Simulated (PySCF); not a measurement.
## Unknown compound

An unknown has the formula C8H10Si. Its calculated NMR data are:

1H NMR (500 MHz, computed): δ 6.41 (d, 1H), 6.10 (m, 1H), 5.20 (m, 1H), 5.14 (m, 1H), 4.55 (m, 1H), 2.12 (m, 1H), 2.10 (m, 1H), 1.92 (d, 1H), 1.83 (m, 1H), 1.71 (m, 1H).

13C{1H} NMR (computed): δ 148.6 (C), 139.4 (CH), 134.6 (CH), 121.9 (CH2), 103.8 (CH), 89.6 (C), 23.4 (CH2), 15.0 (CH2).

- GFN2-xTB geometry
- σ from GIAO-PBE0/pcSseg-1
- program: PySCF 2.14.0 with density-fitted response routines
- isolated molecule, relativity neglected, one computed conformer

Chemical shifts δ = σref − σ; 1H and 13C against TMS, all at this level.

Problem. Choose the structure that fits.
A. CC#CC#C/C=C\C[SiH3]
B. C#C[Si@H]1CC=CC(=C)C1
C. C#C[Si@@H]1CC(=C)[C@H]1C=C
D. C=CC1=C[SiH2]C=C1C=C
E. C=C(C#CC)C#C[SiH2]C
F. CC#CC1=C[Si@@H](C)C=C1

Solution. B. 

- The formula gives 5 degrees of unsaturation (1 ring in the answer).
- 8 carbon signals for 8 carbons: no two carbons are equivalent.
- Carbon types of the structure: 2 × C, 3 × CH, 3 × CH2, leaving 1 H on heteroatoms.
- δC 148.6: fully substituted alkene carbon; an sp2 carbon of a C=C bond.
- δC 139.4, 134.6: alkene CH; as expected for a trigonal carbon in a double bond.
- δC 121.9: terminal =CH2 carbon; the olefinic region.
- δC 103.8: terminal alkyne carbon; sp carbons lie upfield of alkene carbons because the cylindrical π system leaves one tensor component strongly shielded.
- δC 89.6: alkyne carbon; sp carbons lie upfield of alkene carbons because the cylindrical π system leaves one tensor component strongly shielded.

The others: CC#CC1=C[Si@@H](C)C=C1 would give 6 signals for carbon-bound and other non-exchanging H, not 10; C=C(C#CC)C#C[SiH2]C would give 5 signals for carbon-bound and other non-exchanging H, not 10; C=CC1=C[SiH2]C=C1C=C would give 4 carbon signals, not 8; CC#CC#C/C=C\C[SiH3] would give 5 signals for carbon-bound and other non-exchanging H, not 10; C#C[Si@@H]1CC(=C)[C@H]1C=C has carbons computed at 157.6, 148.7, 118.2, 117.3, 106.3, 88.2, 52.0, 25.7.

Shifts are as computed. Against solution values, carbons near 30 ppm lie about +3 ppm off and those near 130 ppm about +5 ppm. Of 1211 compounds with measured shifts, 218 miss one by over three times the rms of a fit or turn the order of signals round; such compounds aren't used in these exercises. Multiplicities follow the n + 1 count of equivalent neighbours, as no J values were calculated; m marks all less simple cases, F and P coupling included.
